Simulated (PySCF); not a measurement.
## Electron correlation in B⁺ (boron, charge +1)

[He] 2p2, high-spin 3P determinant (an excited configuration). Calculation: PySCF 2.14, in x2c-QZVPPall (7s4p3d2f1g, 57 functions); the spin-free X2C one-electron Hamiltonian (Gaussian nucleus). Frozen: 1s2; 2 electrons correlated.

With two correlated electrons CCSD is exact within the correlated space (frozen core and kept virtual orbitals).

```csv
level,correlation energy (mhartree)
CCSD,-9.45
```

Diagnostics: T1 = 0.00096, D1 = 0.0014, largest double amplitude 0.028.

Q: Is a single reference adequate?

A: Yes: T1 lies below 0.03 and no double amplitude reaches 0.07.
